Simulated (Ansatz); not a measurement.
Two isomers of CH6OSSi2: A = `O[SiH]1CS[SiH2]1`, B = `O[Si]1(S)C[SiH2]1`.

Isolated molecules relaxed with PBE0-D4/def2-TZVP in Ansatz; ΔE leaves out vibrations. CCSD(T)/CBS adds triple-zeta CCSD(T) − MP2 to the extrapolated MP2 energy (def2 sets, frozen cores). Functionals use def2-TZVPP. B3LYP here is the variant with VWN-RPA as its local correlation; programs differ in this. One conformer a species, not always the lowest.

Task: Which isomer does CCSD(T)/CBS put lower? Give the gap. (An estimate is asked.)

Result: The calculation gave: A, by 11.3 kcal/mol.

Task: Give E(B) − E(A) in kcal/mol with ωB97M-V, B3LYP, B2PLYP, B3LYP-D4, PBE0-D4, HF/def2-TZVPP, r2SCAN-D4. (An estimate is asked.)

Result: Ansatz gave: ωB97M-V 10.3, B3LYP 9.6, B2PLYP 10.3, B3LYP-D4 10.4, PBE0-D4 10.4, HF/def2-TZVPP 13.2, r2SCAN-D4 8.5. None reverses the order clearly.

Largest T1 diagnostic: 0.013.

The D4 term adds +0.8 kcal/mol with B3LYP and +0.3 kcal/mol with PBE0; it sums over pairs of atoms, weighted by their polarisabilities, and B3LYP, whose exchange is more repulsive, gets the larger term. From PBE to PBE0 (25 % exact exchange), in def2-TZVPP and without D4, E(B) − E(A) moves by +1.3 kcal/mol.
